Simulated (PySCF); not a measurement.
## `CC(=S)c1cccnc1`: 4 charge schemes on one density

Species: C7H7NS.
Numbering: `[CH3:1][C:2](=[S:3])[c:4]1[cH:5][cH:6][cH:7][n:8][cH:9]1` (hydrogens: H10, H11, H12 on C1; H13 on C5; H14 on C6; H15 on C7; H16 on C9)

Structure used (PBE0-D3(BJ)/def2-SVP), in Å, numbered top down from 1:
```
atom  x, y, z in Å
C1    -2.455   -0.283    0.036
C2    -1.393    0.675    0.487
S3    -1.807    2.128    1.116
C4     0.016    0.255    0.329
C5     1.079    1.079    0.733
C6     2.383    0.642    0.565
C7     2.596   -0.615   -0.007
N8     1.607   -1.413   -0.399
C9     0.360   -0.988   -0.234
H10   -2.355   -1.254    0.547
H11   -2.367   -0.479   -1.045
H12   -3.449    0.131    0.241
H13    0.844    2.051    1.174
H14    3.229    1.261    0.871
H15    3.615   -0.991   -0.154
H16   -0.420   -1.677   -0.572
```

Density: PBE0/pcSseg-1 (PySCF); schemes: Mulliken, IAO, Hirshfeld and ESP-fitted. The structure is a single PBE0-D3(BJ)/def2-SVP conformer in the gas phase; no vibrational or solvent corrections.

**Question.** Tabulate the Mulliken, IAO, Hirshfeld and ESP-fitted charges.

**Answer.** In e:

| atom | environment | Mulliken | IAO | Hirshfeld | ESP-fitted |
| --- | --- | --- | --- | --- | --- |
| C1 | methyl carbon | -0.174 | -0.429 | -0.118 | -0.257 |
| C2 | thiocarbonyl carbon | -0.332 | -0.029 | +0.050 | +0.161 |
| S3 | thiocarbonyl sulfur | -0.049 | -0.089 | -0.105 | -0.200 |
| C4 | substituted aromatic carbon | -0.243 | -0.054 | -0.019 | -0.379 |
| C5 | aromatic CH carbon | +0.079 | -0.093 | -0.022 | +0.322 |
| C6 | aromatic CH carbon | -0.163 | -0.178 | -0.047 | -0.593 |
| C7 | aromatic CH next to a ring nitrogen | +0.156 | +0.008 | +0.031 | +0.496 |
| N8 | pyridine-type nitrogen | -0.418 | -0.274 | -0.162 | -0.709 |
| C9 | aromatic CH next to a ring nitrogen | +0.245 | +0.001 | +0.026 | +0.540 |
| H10 | methyl hydrogen | +0.151 | +0.159 | +0.054 | +0.115 |
| H11 | methyl hydrogen | +0.152 | +0.161 | +0.055 | +0.115 |
| H12 | methyl hydrogen | +0.149 | +0.169 | +0.046 | +0.069 |
| H13 | aromatic hydrogen | +0.119 | +0.175 | +0.043 | +0.036 |
| H14 | aromatic hydrogen | +0.107 | +0.163 | +0.060 | +0.222 |
| H15 | aromatic hydrogen | +0.119 | +0.159 | +0.057 | +0.047 |
| H16 | aromatic hydrogen | +0.101 | +0.152 | +0.051 | +0.015 |

Mean size of the charges over all atoms: ESP-fitted 0.267 e, Mulliken 0.173 e, IAO 0.143 e, Hirshfeld 0.059 e. Each set sums to the total charge, 0, to within 0.001 e. The IAO scheme counts the electrons in orthogonalised intrinsic atomic orbitals, a minimal basis polarised so that it spans the occupied orbitals exactly.

Lowest charge. The schemes don't all agree: Mulliken N8 (-0.418); IAO C1 (-0.429); Hirshfeld N8 (-0.162); ESP-fitted N8 (-0.709).

Highest charge. The schemes don't all agree: Mulliken C9 (+0.245); IAO H13 (+0.175); Hirshfeld H14 (+0.060); ESP-fitted C9 (+0.540).

**Question.** How closely do the schemes follow one another over all atoms?

**Answer.** Correlation coefficient and root-mean-square difference: IAO with Hirshfeld 0.89, 0.119 e; Mulliken with ESP-fitted 0.75, 0.232 e; Mulliken with IAO 0.70, 0.145 e; Hirshfeld with ESP-fitted 0.70, 0.296 e; Mulliken with Hirshfeld 0.67, 0.158 e; IAO with ESP-fitted 0.54, 0.287 e.

**Question.** How many electrons does the ESP-fitted scheme count on C5?

**Answer.** Z − q = 6 − (+0.322) = 5.678.

**Question.** Sum the charges by element, for elements with more than one atom.

**Answer.** 
```json
{"element": "C", "atoms": "7", "Mulliken": "-0.432", "IAO": "-0.775", "Hirshfeld": "-0.101", "ESP-fitted": "+0.290"}
{"element": "H", "atoms": "7", "Mulliken": "+0.900", "IAO": "+1.137", "Hirshfeld": "+0.367", "ESP-fitted": "+0.618"}
```
